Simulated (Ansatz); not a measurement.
CH7NOSi2, SMILES `C=N[SiH](O)[SiH3]`, 12 atoms. The species carries charge 0 and has multiplicity 1. All runs use 4 threads of an Intel Xeon on a shared host. Correlated methods freeze the cores.

(1) Give the basis size and wall time and peak host memory of each of these runs in Ansatz. RKS PBE0-D4/def2-TZVP relaxation (11 steps); RKS ωB97M-V/def2-SVP energy; RKS PBE0-D4/def2-TZVP frequencies; RKS PBE0-D4/def2-QZVPP energy; RKS PBE0-D4/def2-SVP energy; RHF-MP2/def2-QZVPP energy; RKS ωB97M-V/def2-QZVPP energy; RKS r2SCAN0-D4/def2-TZVPP energy; RHF-CCSD(T)/def2-TZVPP energy; RKS r2SCANh-D4/def2-TZVPP energy; RHF-CCSD(T)/def2-SVP energy; RKS BHLYP-D4/def2-TZVPP energy. (An estimate is asked.)

Results:

(1) Ansatz gave: Other jobs shared the machine, so times are rough.

```json
{"level": "RKS PBE0-D4/def2-SVP", "job": "energy", "functions": "113", "wall time": "0.95 s", "peak host memory (GiB)": "0.48"}
{"level": "RKS BHLYP-D4/def2-TZVPP", "job": "energy", "functions": "275", "wall time": "2.9 s", "peak host memory (GiB)": "0.78"}
{"level": "RKS ωB97M-V/def2-SVP", "job": "energy", "functions": "113", "wall time": "3.2 s", "peak host memory (GiB)": "0.48"}
{"level": "RHF-CCSD(T)/def2-SVP", "job": "energy", "functions": "113", "wall time": "4 s", "peak host memory (GiB)": "0.56"}
{"level": "RKS r2SCAN0-D4/def2-TZVPP", "job": "energy", "functions": "275", "wall time": "4 s", "peak host memory (GiB)": "0.78"}
{"level": "RKS r2SCANh-D4/def2-TZVPP", "job": "energy", "functions": "275", "wall time": "4.2 s", "peak host memory (GiB)": "0.78"}
{"level": "RKS PBE0-D4/def2-QZVPP", "job": "energy", "functions": "521", "wall time": "7.5 s", "peak host memory (GiB)": "2.1"}
{"level": "RKS ωB97M-V/def2-QZVPP", "job": "energy", "functions": "521", "wall time": "16 s", "peak host memory (GiB)": "2.5"}
{"level": "RHF-MP2/def2-QZVPP", "job": "energy", "functions": "521", "wall time": "20 s", "peak host memory (GiB)": "3.4"}
{"level": "RKS PBE0-D4/def2-TZVP", "job": "relaxation (11 steps)", "functions": "209", "wall time": "34 s", "peak host memory (GiB)": "0.61"}
{"level": "RHF-CCSD(T)/def2-TZVPP", "job": "energy", "functions": "275", "wall time": "100 s", "peak host memory (GiB)": "7.2"}
{"level": "RKS PBE0-D4/def2-TZVP", "job": "frequencies", "functions": "209", "wall time": "2.4 min", "peak host memory (GiB)": "0.61"}
```
